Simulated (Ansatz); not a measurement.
Species: BAsH₃, charge 0, doublet. BAsH3 (SMILES [BH][AsH2], doublet).
B3LYP-D3(BJ)/def2-TZVP minimum from Ansatz (a program for electronic structure):
```xyz
5

B      1.0572    -1.2962     0.1199
As    -0.2287     0.1904    -0.0216
H      0.6577     1.2763    -0.6170
H     -0.1870     0.7023     1.4051
H      1.7913    -1.7812    -0.6761
```
Charge 0, spin multiplicity 2.

Total energies in cc-pVTZ, 11 correlated electrons, 15 frozen orbitals. UHF or UKS for unpaired electrons; spin-orbit terms are left out. Cores are frozen in correlated methods (noble-gas shells, and filled d and f shells in the p block). No relativity.

```
method    program  energy (Eh)  minus CCSDT(Q) (mEh)
--------  -------  -----------  --------------------
HF         Ansatz  -2260.59558                265.76
MP2        Ansatz  -2260.81403                 47.31
CCSD       Ansatz  -2260.84965                 11.70
CCSD(T)    Ansatz  -2260.85952                  1.82
CCSDT(Q)   Ansatz  -2260.86134                  0.00
```

Rough core times of Ansatz's runs on a shared machine: CCSD(T) 30 s, CCSDT(Q) 40 min.
